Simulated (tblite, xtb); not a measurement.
Cl3Te, charge +1, singlet, at a GFN2-xTB geometry. Base run: xtb with GFN1-xTB.

Geometry (Å):
```xyz
4

Te     0.0823     0.4356     0.2717
Cl     1.9048    -0.6141    -0.6066
Cl    -0.9159    -1.3043     1.3541
Cl    -1.2405     0.5858    -1.5784
```
Charge +1, spin multiplicity 1.
All else is at xtb's defaults.
Base energy -16.09552 Eh.

Programs used: tblite, xtb; a row that names a program was run with it.

Each row names what was changed in the base input (with any setting that the change needs).

| change | ΔE vs base (kcal/mol) | HOMO-LUMO gap (eV) | G_solv (kcal/mol) | SCF cycles |
|---|---|---|---|---|
| base | 0.000 | 4.13 | - | 9 |
| acc = 1000 | 0.000 | 4.13 | - | 7 |
| program = tblite; method = gfn1; option = (--etemp, 2000) | 0.000 | - | - | - |
| program = tblite; method = gfn1; option = (--efield, 0,0,0.1) | -0.480 | - | - | - |
| alpb = hexane | -28.26 | 4.13 | -28.26 | 9 |
| alpb = chcl3 | -43.97 | 4.12 | -43.97 | 9 |

ALPB and GBSA are two models with their own fitted parameters for each solvent, which aren't always the measured dielectric constant.
